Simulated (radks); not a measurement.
The numbers below are computed, except where a source is named.
Neutral selenium inside a hard spherical wall (all orbitals vanish at R), configuration held at [Ar] 3d10 4s2 4p4 and not refilled when levels cross. Level of theory: scalar-relativistic Kohn-Sham, PBEsol, spin-unpolarised, spherical densities, finite nucleus; Fermi nuclear charge, rms radius 4.14 fm (a radial shooting solver on a logarithmic mesh with Libxc functionals). Eigenvalues in eV, with the zero of energy where the potential of the charges vanishes at infinity; a dash marks a level that is unbound or too diffuse for the functional's potential to be trusted. A positive occupied level is held by the wall or, in an anion where self-interaction has pushed it up, behind a barrier. The pressure on the wall is -dE/dV.

| R (bohr) | E (hartree) | kinetic (hartree) | e(3p) | e(3d) | e(4s) | e(4p) | e(5s, empty) | e(5p, empty) | pressure (GPa) |
|---|---|---|---|---|---|---|---|---|---|
| free | -2428.28462 | 2477.619 | -152.76 | -53.120 | -17.292 | -6.510 | - | - | 0 |
| 20 | -2428.28462 | 2477.619 | -152.76 | -53.120 | -17.292 | -6.510 | - | - | < 0.0001 |
| 15 | -2428.28462 | 2477.619 | -152.76 | -53.120 | -17.292 | -6.510 | -0.338 | 0.702 | < 0.0001 |
| 7 | -2428.28052 | 2477.653 | -152.51 | -52.878 | -17.098 | -6.319 | 2.287 | 5.676 | 0.270 |
| 3.5 | -2427.62985 | 2480.633 | -143.14 | -43.641 | -9.785 | 2.472 | 37.705 | 49.205 | 201 |
| 3 | -2426.78959 | 2483.753 | -136.76 | -37.399 | -3.669 | 10.042 | 63.697 | 77.919 | 662 |
| 2 | -2418.48216 | 2509.957 | -105.54 | -6.521 | 42.303 | 63.838 | 225.69 | 246.88 | 12300 |
| 1.5 | -2396.05067 | 2574.898 | -58.489 | 43.049 | 148.78 | 178.67 | 519.69 | 539.35 | 89500 |
